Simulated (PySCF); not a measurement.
A structure optimised at PBE-D3(BJ)/def2-SVP, used in a PySCF frequency run:

```xyz
9

Si    -0.5298    -0.0802     0.7231
I     -0.4249     1.7999    -0.8791
I      1.4192    -1.5431     0.5352
O     -1.8566    -1.0321     0.4119
C     -3.1961    -0.5656     0.3116
H     -0.5621     0.5174     2.0976
H     -3.8394    -1.4317     0.0604
H     -3.5534    -0.1258     1.2695
H     -3.3016     0.1997    -0.4891
```

**Question.** Write its SMILES and formula.

**Answer.** CO[SiH](I)I, CH4I2OSi

**Question.** What are its rotational constants (standard atomic weights)?

**Answer.** 1.5517, 0.46477, 0.36675 GHz
